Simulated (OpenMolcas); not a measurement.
**Cu6+, Ag6+, Au6+: d⁵ down the group**

- Program: OpenMolcas 26.06
- Method: MS-CASPT2, IPEA 0.25 Eh, imaginary shift 0.1 Eh
- Basis: ANO-RCC-VTZP
- Scalar Hamiltonian: DKH2, point nucleus
- Spin-orbit coupling: RASSI with atomic mean-field integrals over the reference wave functions, term energies averaged over their components

Active space for each ion: 5 electrons in 5 orbitals (d); closed shells correlated by CASPT2: Cu6+ 3s 3p; Ag6+ 4s 4p; Au6+ 5s 5p.

Computed levels in cm-1 above ⁶S_5/2:

```
                               Level   Cu6+   Ag6+   Au6+
                              ⁴G_7/2  47880  32240  27760
                             ⁴G_11/2  47920  32510  29940
                              ⁴G_9/2  47950  32710  31650
                              ⁴P_1/2  53060  36500  33630
                              ⁴D_7/2  57220  38430  38680
                              ⁴D_1/2  57580  40480  45420
                             ²I_11/2  69890  47030  45420
                             ²I_13/2  70200  48450  50490
                           ²F_7/2(1)  77170  55860  65450
weight of ⁶S in the lowest level (%)    100     98     74
```

Mixed levels, with the weight of the term that names them: Ag6+ ⁴P_1/2 (68 %), Ag6+ ⁴D_1/2 (69 %), Ag6+ ²F_7/2(1) (55 %), Au6+ ⁶S_5/2 (74 %), Au6+ ⁴G_7/2 (54 %), Au6+ ⁴G_11/2 (69 %), Au6+ ⁴G_9/2 (74 %), Au6+ ⁴P_1/2 (59 %), Au6+ ⁴D_7/2 (51 %), Au6+ ⁴D_1/2 (68 %), Au6+ ²I_11/2 (67 %), Au6+ ²F_7/2(1) (55 %).

Measured, with the error of the calculation in %. Measured levels: Cu6+, Ag6+ from the list in Gamrath, thesis, University of Mons (2023).

| Level | Cu6+ | Ag6+ |
| --- | --- | --- |
| ⁴G_7/2 |  | 30378 (+6.1) |
| ⁴G_11/2 |  | 30662 (+6.0) |
| ⁴G_9/2 |  | 30907 (+5.8) |
| ⁴P_1/2 | 51407 (+3.2) | 34605 (+5.5) |
| ⁴D_7/2 | 55742 (+2.6) | 36485 (+5.3) |
| ⁴D_1/2 | 56210 (+2.4) | 38685 (+4.6) |
| ²I_11/2 | 67757 (+3.1) | 44011 (+6.9) |
| ²I_13/2 | 67918 (+3.4) | 45546 (+6.4) |
| ²F_7/2(1) | 74408 (+3.7) |  |

Without spin-orbit coupling ⁴G lies 47900, 32410, 28690 cm-1 above ⁶S in that order; the difference to the level ⁴G_7/2, of either sign, comes from spin-orbit coupling, which also lowers the zero.

CASPT2 breaks the degeneracy within a term, and the mean is taken; among the terms shown or strongly mixed into the levels shown the widest spread is 680 cm-1 (4d⁵ ⁴F, Ag6+). Blocks of more than 70 roots (2S+1 = 2 even) ran without multistate coupling. Measured partners are found by configuration, term and J. A level has none where our copy of the source lacks it or the pairing is in doubt (some pairs that miss far off the trend of their configuration count as doubtful), and it then counts in no deviation. Levels of configurations outside the active space are missing.

A number in round brackets counts repeated terms of one configuration in the order of the reference energies.
